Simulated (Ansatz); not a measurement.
Ansatz results at the PBE0-D4/def2-TZVP geometry: HOMO energy (ωB97M-V/def2-TZVPP) -9.21 eV; HOMO energy (PBE/def2-TZVPP) -5.76 eV; LUMO energy (PBE0/def2-TZVPP) -1.66 eV.

Each molecule was computed in one conformer, which needn't be the lowest.

Question: Which molecule gave them?
A. `BO[CH2][GeH3]`
B. `BCSCF`
C. `B[As]1C[SiH2]N1`
D. `C[SiH2][SiH2][AlH2]`

Answer: B. The others give `BO[CH2][GeH3]`: -10.56, -7.08, -0.47; `C[SiH2][SiH2][AlH2]`: -9.20, -6.26, -2.09; `B[As]1C[SiH2]N1`: -8.35, -5.16, -2.11.
